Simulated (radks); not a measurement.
The numbers below are computed, except where a source is named.
Task: All-electron atom: Cs3+ in [Kr] 4d10 5p4 6p2 (not the ground configuration). Code: a radial shooting solver on a logarithmic mesh with Libxc functionals. Model: scalar-relativistic Kohn-Sham, PBE, spin-unpolarised, spherical densities, finite nucleus; Fermi nuclear charge, rms radius 4.8041 fm. Some entries of the table are withheld. Estimate them.

orbital  occ.  eigenvalue (Ry)  <r^2> (bohr^2)  <r> (bohr)
1s          2              (1)       0.0009251     0.02611
2s          2        -416.0583         0.01483      0.1121
2p          6        -373.5866         0.01177     0.09821
3s          2        -89.12947          0.1021      0.2990
3p          6        -75.45926          0.1022      0.2970
3d         10        -55.39235         0.08835      0.2735
4s          2        -19.46240          0.5428         (2)
4p          6        -15.08330          0.6181      0.7373
4d         10              (3)          0.7954      0.8280
5s          0         -4.75760           2.893       1.609
5p          4         -3.60669           3.681       1.812
5d          0         -2.07917           6.317       2.362
6p          2              (4)             (5)       3.850
7p          0         -0.70079           50.54       6.747

Result: 
(1) 1s eigenvalue (Ry): -2634.401
(2) 4s <r> (bohr): 0.6937
(3) 4d eigenvalue (Ry): -8.69380
(4) 6p eigenvalue (Ry): -1.40690
(5) 6p <r^2> (bohr^2): 16.44
